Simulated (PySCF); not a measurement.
**MNOH across the fourth-period p block**

Level: PBE0, basis family def2-TZVP, no relativity.

Each entry is the lowest minimum that a search over a few typed start shapes (and spin states, where more than one is plausible) found, or that minimum re-optimised at the stated level; isomers with ligand–ligand bonds, or fragments after loss of a ligand pair, can lie lower. Open shells are unrestricted; no spin–orbit coupling; PySCF with density fitting.

| molecule | 2S+1 | point group | mean bond to the central atom (Å) | dipole (D) | lowest ω (cm⁻¹) | gap (eV) | distinct angles (°) |
| --- | --- | --- | --- | --- | --- | --- | --- |
| GeN(OH) | 1 | Cs | 1.692 | 4.63 | 120 | 4.60 | 113/175 |
| AsN(OH) | 2 | Cs | 1.741 | 1.24 | 244 | – | 111/103 |
| SeN(OH) | 1 | Cs | 1.708 | 1.43 | 293 | 4.61 | 108/113 |

Left out of the table are members whose search was unfinished or whose lowest solution was spin-contaminated, unstable, very soft or bonded differently.
